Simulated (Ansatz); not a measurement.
Molecule: sum formula AlO2FH2, charge 0, multiplicity 1. 
Structure (B3LYP-D3(BJ)/def2-TZVP (Ansatz, a program for electronic structure) minimum search):
```xyz
6

O      1.5620    -0.5789     0.2039
Al    -0.0017     0.0185    -0.0024
O     -1.4285    -0.8808    -0.0113
F     -0.1500     1.6403    -0.2164
H      1.7945    -1.4974     0.3376
H     -1.4904    -1.8289     0.1012
```

Quantity: atomisation energy (electronic, to ground-state atoms), in eV. Cores are frozen in the correlated levels unless marked. Open shells are spin-unrestricted. Spin-orbit coupling is left out. No relativistic terms. The coupled-cluster limit lacks core correlation, which all-electron functionals hold. CBS(X,Y): correlation extrapolated as X^-3; Hartree-Fock from the larger set (for Q and 5 zeta extrapolated as (X+1)exp(-9√X)).

```tsv
level	program	atomisation energy (eV)
HF/aug-cc-pV(Q+d)Z	Ansatz	18.02
B3LYP-D3(BJ)/def2-TZVPD	Ansatz + dftd3	25.01
BHLYP-D4/def2-TZVPD	Ansatz + dftd4	23.92
LC-wPBE-D4/def2-TZVPD	Ansatz + dftd4	25.27
```

**Question.** What does CCSD(T)/CBS(cc-pV(Q+d)Z,cc-pV(5+d)Z) (Ansatz) give?

**Answer.** 25.63 eV
